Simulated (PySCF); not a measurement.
A structure optimised at PBE-D3(BJ)/def2-SVP, used in a PySCF frequency run:

```
C
O 1 1.2891
H 2 0.9889 1 112.96
C 1 1.4689 2 115.68 3 177.42
H 4 1.1053 1 112.36 2 18.21
H 4 1.1077 5 112.34 1 -126.44
H 4 1.1178 5 108.10 6 -116.18
C 1 1.4785 2 121.19 3 -4.03
H 8 1.1100 1 108.71 2 143.14
H 8 1.1109 9 108.46 1 119.96
C 8 1.5584 9 109.05 10 120.03
H 11 1.1064 8 107.76 9 -61.39
H 11 1.1064 12 108.21 8 -120.95
H 11 1.1067 12 108.39 13 -118.08
```
Charge +1, spin multiplicity 1.

Write its SMILES and formula.

CCC(C)=[OH+], C4H9O

What are its rotational constants (standard atomic weights)?

7.2678, 3.7231, 2.9313 GHz
